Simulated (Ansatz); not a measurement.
`FC[SiH](F)[AlH2]` + CH₃OH → `C[O][AlH2]` + `FC[SiH2]F` at 700 K and 1 bar (cleavage of the Al–Si bond).

Program: Ansatz. Geometries: PBE0-D4/def2-TZVP. ΔE: electronic, gas phase. CBS: MP2 limit from def2 TZ/QZ plus the TZ coupled-cluster correction, frozen cores. This one scheme is used for every species. One conformer a species, not always the lowest.

```
           species  CCSD(T)/CBS energy (Eh)  H − E (kJ/mol)  S (J/(mol·K))
`FC[SiH](F)[AlH2]`               -771.76241           228.4          502.2
             CH₃OH               -115.61712           170.8          288.5
      `C[O][AlH2]`               -358.26893           201.7          379.3
       `FC[SiH2]F`               -529.16787           190.0          398.0
```

H − E and S are ideal-gas, rigid-rotor, harmonic terms from PBE0-D4/def2-TZVP, for one conformer and one mirror image of each species. 1 Eh = 2625.50 kJ/mol, R = 8.31446 J/(mol·K).

Question: By hand: ΔE, ΔH, ΔS and ΔG.

Answer: ΔE = (-358.26893) + (-529.16787) − (-771.76241) − (-115.61712) = -0.05727 Eh = -150.4 kJ/mol. Δ(H − E) = 201.7 + 190.0 − 228.4 − 170.8 = -7.5, so ΔH = -157.9 kJ/mol. ΔS = 379.3 + 398.0 − 502.2 − 288.5 = -13.4 J/(mol·K). ΔG = -157.9 − 700 × (-13.4)/1000 = -148.5 kJ/mol.

Question: By hand: the equilibrium constant, and the temperature at which ΔG would vanish if ΔH and ΔS stayed fixed.

Answer: log₁₀ K = −ΔG/(RT ln 10) = 11.1. ΔG = 0 at ΔH/ΔS = 11784 K, far beyond where these terms or the molecules hold.

The number of gas molecules stays the same, so ΔS is small and ΔH decides. A doubt of 5 kJ/mol in ΔE shifts log₁₀ K by 0.4 here. Other conformers and mirror images would add mixing entropy, several J/(mol·K) or more a flexible species. These are equilibria of isolated gas molecules and say nothing of rates. Largest T1 diagnostic: 0.012 (customary marks: 0.02 for closed shells, 0.045 for open ones).
